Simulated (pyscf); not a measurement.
This saddle point was located with ωB97X-D3(BJ)/def2-SVP in PySCF.

```xyz
4

C      0.0338     0.5015    -0.0936
C      1.5147     0.5761    -0.1776
O      1.3552     0.7637     1.0274
H     -0.4229    -0.4069     0.3411
```
Charge 0, spin multiplicity 2.

Surface: doublet, charge 0. Lowest wavenumbers (cm⁻¹): 1135i, 590, 685, 1028, 1632.

Q: What reaction is this the transition state of?

A: •HC=C=O <-> cyclic C₂HO (SMILES [C]1=CO1) [doublet], a ring closure read from left to right: none broken and C–O formed. At CCSD(T)/def2-TZVPP + ΔMP2(QZVPP) it lies +3.25 eV from the left side and +1.00 eV from the right (each side as separated species at their lowest minima found). Another saddle between the same species, by other bonds, lies lower (2.70 eV against 3.36 eV at ωB97M-D3(BJ)). The CCSD(T) − MP2 part came from Ansatz, without density fitting, on the same reference. An open-shell T1 diagnostic exceeds 0.045. A UHF reference is spin-contaminated (<S²> up to 1.12), which harms MP2 most.
